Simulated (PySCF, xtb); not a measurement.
(1Z,3Z)-1,4-dichlorobuta-1,3-diene (C₄H₄Cl₂), SMILES Cl/C=C\C=C/Cl.

GFN2-xTB (xtb) at its own geometry gives an orbital gap of 3.10 eV and a dipole moment of 0.00 D.

Geometry: B3LYP-D3(BJ)/def2-SVP. One conformer was computed; it need not be the lowest.

Question: What does HF/def2-TZVP (PySCF) give? (Estimate from the structure and the level; the computed values follow.)

Answer: gap 11.08 eV (levels -8.98 and 2.10 eV), dipole 0.00 D.
